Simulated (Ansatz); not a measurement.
Single points on H2Te3 (Te₃H₂).

```yaml
crystal:
  periodic: [false, false, false]
  atoms:
    - {symbol: Te, position_ang: [-0.042252, -0.654588, 2.071840]}
    - {symbol: Te, position_ang: [-0.195537, 1.340058, 0.227579]}
    - {symbol: Te, position_ang: [0.123971, 0.096038, -2.171083]}
    - {symbol: H, position_ang: [1.614143, -0.556186, 2.256852]}
    - {symbol: H, position_ang: [-1.500324, -0.225321, -2.385187]}
basis:
  gaussian: {orbitals: def2-TZVPD, initial_orbitals: start.molden}
hamiltonian: {xc: r2scan, dispersion: d4}
scf: {omitted_lower_state_checks: [starts]}
output: {orbitals: {seedname: orbitals}}
```

The file start.molden holds the orbitals of an earlier run on this structure, at another level or in another basis.

```sh
$ ansatz run in.yaml --threads 4 --pin off --events-out ev --progress --plain --max-ram 3916MiB
```

Shortened log:

```
Functional definition: r2SCAN
1449 factors; their error is unknown
mean field evaluation 1: about -21922.5157 eV, gradient 7.0e0 eV
mean field evaluation 2: about -21922.5960 eV, gradient 9.9e-2 eV
mean field evaluation 4: about -21922.5830 eV, gradient 3.5e-4 eV
mean field -21922.58301984 eV, -805.6400663185 hartree, gradient 8.9e-6 eV, S^2 0.000000; 0 other end points of the search recorded, 0 dependent functions left out
reference -21922.58303613 eV, -805.6400669174 hartree; 37, 37 occupied and 158, 158 virtual orbitals, 1449 factors
Total energy: -21922.62314893 eV, -805.6415410356 hartree
Checks for a lower state left out: starts
```

Hardware: 4 threads of AMD EPYC 9B45 on a shared host. Wall time 1.3 s.

First input, but with `gaussian: {orbitals: def2-SVP, initial_orbitals: start.molden}`, `hamiltonian: {xc: pbe0, dispersion: d4}` (abridged; 0.55 s):

```
Functional definition: PBE0
mean field -21913.93167270 eV, -805.3221351752 hartree, gradient 2.5e-5 eV, S^2 0.000000
Total energy: -21914.10697347 eV, -805.3285773600 hartree
Checks for a lower state left out: starts
```

As the first input, with `gaussian: {orbitals: def2-TZVP, initial_orbitals: start.molden}`, `hamiltonian: {xc: lda}` (abridged; 0.35 s):

```
Functional definition: SPW92
mean field -21882.15829888 eV, -804.1544852241 hartree, gradient 1.9e-5 eV, S^2 0.000000
Total energy: -21882.15833654 eV, -804.1544866083 hartree
Checks for a lower state left out: starts
```

As the first input, with `gaussian: {orbitals: def2-TZVP, initial_orbitals: start.molden}`, `hamiltonian: {xc: pbe0, dispersion: d4}` (abridged; 0.85 s):

```
Functional definition: PBE0
mean field -21914.87816613 eV, -805.3569181673 hartree, gradient 1.0e-5 eV, S^2 0.000000
Total energy: -21915.05347365 eV, -805.3633605998 hartree
Checks for a lower state left out: starts
```

The first input with `gaussian: {orbitals: def2-SVP, initial_orbitals: start.molden}`, `hamiltonian: {xc: pbe, dispersion: d4}` (abridged; 0.3 s):

```
Functional definition: PBE
mean field -21912.50919993 eV, -805.2698602652 hartree, gradient 2.9e-5 eV, S^2 0.000000
Total energy: -21912.71105451 eV, -805.2772782842 hartree
Checks for a lower state left out: starts
```

The first input with `gaussian: {orbitals: def2-TZVP, initial_orbitals: start.molden}`, `hamiltonian: {xc: pbe, dispersion: d4}` (abridged; 0.5 s):

```
Functional definition: PBE
mean field -21913.49955823 eV, -805.3062552616 hartree, gradient 1.4e-5 eV, S^2 0.000000
Total energy: -21913.70142137 eV, -805.3136735951 hartree
Checks for a lower state left out: starts
```

First input, but with `hamiltonian: {xc: pbe0, dispersion: d4}` (abridged; 1.2 s):

```
Functional definition: PBE0
mean field -21914.90731109 eV, -805.3579892249 hartree, gradient 7.8e-6 eV, S^2 0.000000
Total energy: -21915.08262613 eV, -805.3644319338 hartree
Checks for a lower state left out: starts
```

Geometry: PBE0-D4/def2-SVP.

In the def2 sets Te takes a core potential; there is no spin–orbit coupling.
